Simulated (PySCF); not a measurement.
# Bond curve of CdC

Set-up: Cd def2-SVPD with ECP28, C def2-SVPD; scalar-relativistic core potentials (PySCF 2.14). Energies in eV from Cd + C in their ground configurations at the same level. State: ³Σ⁻ (triplet), unpaired electrons π ↑↑.

```
R (Å)     PBE
1.878  -0.819
1.966  -1.085
2.053  -1.219
2.119  -1.259
2.184  -1.263
2.249  -1.241
2.337  -1.183
2.446  -1.085
2.577  -0.951
2.752  -0.774
```

Problem. Put a parabola through the three lowest points of the PBE curve and estimate Re, k and ωe (reduced mass 10.86 u; 1 eV/Å² = 0.16022 mdyn/Å; ωe = 1302.8·√(k/μ) cm⁻¹).

Solution. Through R = 2.119, 2.184, 2.249 Å the second-order coefficient is 3.08 eV/Å², so Re ≈ 2.162 Å, k ≈ 0.986 mdyn/Å and ωe ≈ 393 cm⁻¹. A polynomial fit of higher order to the unrounded PBE energies gives Re = 2.159 Å, k = 1.11 mdyn/Å, ωe = 417 cm⁻¹; anharmonicity and rounding make the difference.

The higher-order fit for each curve: PBE: Re = 2.159 Å, ωe = 417 cm⁻¹, De = 1.27 eV.

Spin–orbit coupling is left out. The state is the lowest determinant that a PBE0 search found; another state may lie lower at other levels.
